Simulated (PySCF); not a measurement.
C2H7NSi2, SMILES C[Si@@H]1N=C[SiH2]1. Atoms are numbered in the order given.

```xyz
12

C      2.2218     0.8227    -0.0318
Si     0.7716    -0.3054    -0.4165
N     -0.5842     0.5621    -1.2542
C     -1.5768     0.4350    -0.4412
Si    -1.0063    -0.5754     1.1071
H      2.6869     1.1744    -0.9673
H      1.8928     1.7014     0.5437
H      2.9882     0.2888     0.5529
H      1.2345    -1.4814    -1.2109
H     -2.5609     0.8799    -0.6933
H     -1.6975    -1.8850     1.3203
H     -1.0391     0.1719     2.4039
```

Geometry: B3LYP-D3(BJ)/def2-SVP. The structure was generated by enumeration; whether it is a known compound was not checked.

Two levels are set side by side: PBE/pcSseg-1 (PySCF) and PBE0/pcSseg-1 (PySCF). GIAO shifts against NH3 (¹⁵N), TMS (²⁹Si), TMS (¹H), TMS (¹³C) at the same level; non-relativistic, no solvent, atoms listed together averaged. Differences are taken from unrounded values.

| quantity | PBE0 | PBE | PBE minus PBE0 |
|---|---|---|---|
| δ(¹³C) of C1 (ppm) | 1.8 | 2.1 | 0.2 |
| δ(²⁹Si) of Si2 (ppm) | 13.9 | 9.5 | -4.4 |
| δ(¹⁵N) of N3 (ppm) | 584.0 | 576.3 | -7.7 |
| δ(¹³C) of C4 (ppm) | 221.6 | 218.7 | -2.9 |
| δ(²⁹Si) of Si5 (ppm) | -31.0 | -31.7 | -0.7 |
| δ(¹H) of H9 (ppm) | 5.91 | 6.06 | 0.15 |
| δ(¹H) of H10 (ppm) | 10.68 | 10.66 | -0.01 |

Rough cost on one machine, each run with all the roots and properties that it gave: PBE0 against PBE within a factor of 2.
